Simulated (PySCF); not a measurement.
Isomers of C2H8OSi and their computed core-level spectra.

Method: delta-SCF UKS SCAN, pcX-2 on the ionised atom, pcseg-1 elsewhere, spin-free X2C (PySCF 2.14.0). Geometries: PBE0-D3(BJ)/def2-SVP; isolated species, one conformer each.

Line lists (1s up to Mg, 2p3/2 beyond; areas count atoms within a level, one atom standing for each set equivalent by bonding):
1. C 1s: 290.75 (area 1), 292.37 (area 1) eV; O 1s: 537.97 eV; Si 2p3/2: 107.39 eV
2. C 1s: 290.15 eV; O 1s: 538.24 eV; Si 2p3/2: 106.84 eV
3. C 1s: 291.65 (area 1), 292.19 (area 1) eV; O 1s: 538.51 eV; Si 2p3/2: 106.70 eV
4. C 1s: 290.30 (area 1), 292.36 (area 1) eV; O 1s: 537.93 eV; Si 2p3/2: 107.04 eV

Structures:
A. `COC[SiH3]`
B. `C(O[SiH3])C`
C. `CO[SiH2]C`
D. `[SiH](C)(O)C`

Task: Which list belongs to which compound?

Result: 
- 1 = B: another candidate has the same counts of sites, so positions decide. C 1s: 290.75 methyl carbon, 292.37 sp3 carbon bound to oxygen; O 1s: 537.97 silyl ether oxygen; Si 2p3/2: 107.39 oxygen-bound silicon.
- 2 = D: no other candidate has these counts of sites. C 1s: 290.15 Si-methyl carbon (×2); O 1s: 538.24 silanol oxygen; Si 2p3/2: 106.84 oxygen-bound silicon.
- 3 = A: another candidate has the same counts of sites, so positions decide. C 1s: 291.65 sp3 carbon bound to oxygen, 292.19 methoxy carbon; O 1s: 538.51 ether oxygen; Si 2p3/2: 106.70 SiH3 silicon.
- 4 = C: another candidate has the same counts of sites, so positions decide. C 1s: 290.30 Si-methyl carbon, 292.36 methoxy carbon; O 1s: 537.93 silyl ether oxygen; Si 2p3/2: 107.04 oxygen-bound silicon.

Spin–orbit and ligand-field terms were added within each 2p shell after the spin-free SCF.
